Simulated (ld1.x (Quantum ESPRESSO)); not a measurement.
# C (Z = 6): excitation energies, all-electron against ultrasoft

ld1.x (Quantum ESPRESSO) 7.5 input, shortened:

```
&input
   title='C', zed=6., rel=0, dft='BLYP', iswitch=3,
   config='[He] 2s2 2p1'
 /
 &inputp
   pseudotype=3, tm=.true., lloc=-1, rcloc=1.20,
   nlcc=.true.,
   which_augfun='PSQ', rmatch_augfun=0.65
 /
4
2S  1  0   2.00   0.00  0.85  1.05  0.0
2S  1  0   0.00  -1.05  0.85  1.05  0.0
2P  2  1   1.00   0.00  1.90  2.25  0.0
2P  2  1   0.00   1.50  1.90  2.25  0.0
 &test
   configts(1)='2s2 2p1'
 /
```

Energies are relative to the spin-unpolarised reference configuration 2s2 2p1; without spin polarisation the order of configurations can differ from experiment.

```json
{"valence configuration": "2s2 2p2", "charge": "0", "ΔE all-electron (eV)": "-10.833", "error AE − PS (meV)": "+5.6"}
{"valence configuration": "2s2 2p0", "charge": "+2", "ΔE all-electron (eV)": "24.179", "error AE − PS (meV)": "+10"}
{"valence configuration": "2s0 2p4", "charge": "0", "ΔE all-electron (eV)": "5.946", "error AE − PS (meV)": "+123"}
{"valence configuration": "2s1 2p2", "charge": "+1", "ΔE all-electron (eV)": "8.627", "error AE − PS (meV)": "+28"}
{"valence configuration": "2s2 2p1.5", "charge": "+0.5", "ΔE all-electron (eV)": "-6.888", "error AE − PS (meV)": "+1.5"}
```

(1) What are ΔE and the potential's error for 2s1 2p0?

(2) What are ΔE and the potential's error for 2s2 2p2.3?

Results:

(1) ΔE = 72.312 eV all-electron; the error (AE − PS) is +26 meV.

(2) ΔE = -11.977 eV all-electron; the error (AE − PS) is +8.8 meV.
